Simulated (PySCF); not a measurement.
Gas-phase reaction: 2 WO₂F₂ + H₂O + 6 F₂ ⇌ 2 WF₅OH + 3 F₂O

Computed with PySCF (xtb for GFN2) and rigid-rotor harmonic-oscillator thermochemistry at 1 bar. † marks an energy on the PBE0/def2-TZVP geometry and frequencies; other levels use their own. MP2 and CCSD(T) freeze the core. All species are closed-shell singlets. B3LYP is the form with VWN-RPA correlation. W: scalar-relativistic def2 core potential, no spin-orbit coupling. WO₂F₂, WF₅OH: computed as isolated molecules; such fragments, hydroxides, amides, oligomers or adducts are transient or little studied in the gas. MP2 isn't extrapolated to the basis-set limit; its ΔH°(298 K) is -985.6 kJ in def2-SVP and -999.0 kJ in def2-TZVPP. CCSD(T) isn't extrapolated to the basis-set limit. The harmonic model lacks anharmonicity and excited electronic states, which grow with temperature; levels with a mode under 35 cm⁻¹ are left out. Soft modes under 120 cm⁻¹ make the harmonic entropy rough for WF₅OH. Warning, large T1 diagnostic: WF₅OH, WO₂F₂ (CCSD(T)/def2-SVP†). Warning, point group unlike the PBE0 one: WF₅OH, WO₂F₂ (GFN2-xTB).

ΔH° and ΔS° at 298 K: B3LYP/def2-TZVP† -1155 kJ, -512 J/K; BLYP/def2-TZVP† -1114 kJ, -512 J/K; CCSD(T)/def2-SVP† -1058 kJ, -512 J/K; GFN2-xTB -2167 kJ, -544 J/K; HF/def2-TZVP† -1210 kJ, -512 J/K; MP2/def2-SVP† -986 kJ, -512 J/K.

Task: With the heat capacities included, give log10 K (1 bar) at 600, 1200, 1600, 2000, 2500 K from B3LYP/def2-TZVP†, BLYP/def2-TZVP†, CCSD(T)/def2-SVP†, GFN2-xTB, HF/def2-TZVP†, MP2/def2-SVP†.

Result: 
```json
[
 {"T (K)": "600", "B3LYP/def2-TZVP†": "74.1", "BLYP/def2-TZVP†": "70.6", "CCSD(T)/def2-SVP†": "65.7", "GFN2-xTB": "160.6", "HF/def2-TZVP†": "78.9", "MP2/def2-SVP†": "59.4"},
 {"T (K)": "1200", "B3LYP/def2-TZVP†": "24.8", "BLYP/def2-TZVP†": "23.0", "CCSD(T)/def2-SVP†": "20.5", "GFN2-xTB": "67.1", "HF/def2-TZVP†": "27.2", "MP2/def2-SVP†": "17.4"},
 {"T (K)": "1600", "B3LYP/def2-TZVP†": "12.7", "BLYP/def2-TZVP†": "11.4", "CCSD(T)/def2-SVP†": "9.5", "GFN2-xTB": "44.0", "HF/def2-TZVP†": "14.5", "MP2/def2-SVP†": "7.2"},
 {"T (K)": "2000", "B3LYP/def2-TZVP†": "5.6", "BLYP/def2-TZVP†": "4.5", "CCSD(T)/def2-SVP†": "3.0", "GFN2-xTB": "30.2", "HF/def2-TZVP†": "7.0", "MP2/def2-SVP†": "1.1"},
 {"T (K)": "2500", "B3LYP/def2-TZVP†": "-0.1", "BLYP/def2-TZVP†": "-0.9", "CCSD(T)/def2-SVP†": "-2.1", "GFN2-xTB": "19.3", "HF/def2-TZVP†": "1.1", "MP2/def2-SVP†": "-3.6"}
]
```
